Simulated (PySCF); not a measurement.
TiF4, SMILES [F][Ti]([F])([F])[F], multiplicity 1.

Geometry: B3LYP-D3(BJ)/def2-SVP. The multiplicity is an assumed one; other spin states were not compared. The isomer is the one that the SMILES or the coordinates give; other isomers of the formula were not compared.

Two levels are set side by side: TDDFT-PBE/def2-SVPD (PySCF) and TDDFT-B3LYP/def2-SVPD (PySCF). Vertical, same geometry. The lowest singlet is HOMO−1→LUMO 99 % with PBE and HOMO−1→LUMO 99 % with the other functional; states are paired by order. Differences are taken from unrounded values.

```tsv
quantity	TDDFT-B3LYP	TDDFT-PBE	TDDFT-PBE minus TDDFT-B3LYP
lowest singlet excitation (eV)	7.09	6.43	-0.67
lowest triplet excitation (TDA) (eV)	6.83	6.19	-0.64
```

A lower first singlet is the usual sign of a functional without exact exchange. Differences between two approximate levels are no errors against the true value.

Rough cost on one machine, each run with all the roots and properties that it gave: TDDFT-B3LYP against TDDFT-PBE about 5 times.
